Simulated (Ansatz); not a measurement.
Basis-set series for BrF, SMILES `FBr`. The species carries charge 0 and has multiplicity 1. The structure was optimised at the PBE0-D4/def2-TZVP level.

```
atom   x (Å)   y (Å)   z (Å)
  F1   0.157   0.799   0.325
 Br2  -0.157  -0.799  -0.325
```

```tsv
functional	basis	functions	energy (Eh)	HOMO (eV)	LUMO (eV)
PBE0-D4	def2-TZVPP	79	-2673.58511	-8.85	-3.34
PBE0-D4	def2-QZVPP	146	-2673.64478	-8.88	-3.37
ωB97M-V	def2-TZVPP	79	-2673.81149	-11.16	-0.98
ωB97M-V	def2-QZVPP	146	-2673.86917	-11.20	-1.05
```

(1) Give the rows for def2-SVP. (Estimate.)

Answers

(1) Computed: 
| functional | basis | functions | energy (Eh) | HOMO (eV) | LUMO (eV) |
| --- | --- | --- | --- | --- | --- |
| PBE0-D4 | def2-SVP | 46 | -2673.13998 | -8.67 | -3.05 |
| ωB97M-V | def2-SVP | 46 | -2673.36470 | -10.97 | -0.58 |

Scalar relativity is left out up to krypton.
